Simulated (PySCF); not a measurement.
CF₂I, SMILES F[C](I)F, multiplicity 2. Atoms are numbered in the order given.

```xyz
4

F     -1.9464     0.0877     1.0774
C     -1.3263    -0.3395     0.0000
F     -1.9464     0.0877    -1.0774
I      0.8112     0.0086     0.0000
```
Charge 0, spin multiplicity 2.

Geometry optimised at B3LYP-D3(BJ)/def2-SVP. The isomer is the one that the SMILES or the coordinates give; other isomers of the formula were not compared. The def2 effective core potentials stand for the cores of I; spin–orbit coupling is left out.

Level of theory: PBE0/def2-TZVPD in PySCF.

Mulliken values depend strongly on the basis, most of all with diffuse functions as here. ESP charges are fitted to the potential on shells at 1.4 to 2.0 van der Waals radii. Atomic charges (e):

```json
[
 {"atom": "F1", "ESP fit": "?", "Mulliken": "-0.11", "Mulliken spin": "0.05"},
 {"atom": "C2", "ESP fit": "?", "Mulliken": "0.27", "Mulliken spin": "0.72"},
 {"atom": "F3", "ESP fit": "?", "Mulliken": "-0.11", "Mulliken spin": "0.05"},
 {"atom": "I4", "ESP fit": "?", "Mulliken": "-0.04", "Mulliken spin": "0.18"}
]
```

**Question.** Some entries are withheld; supply them. (An estimate is asked for; the answer gives what the named calculation found.)

**Answer.** 
- F1, ESP fit: -0.03
- C2, ESP fit: 0.05
- F3, ESP fit: -0.03
- I4, ESP fit: 0.01
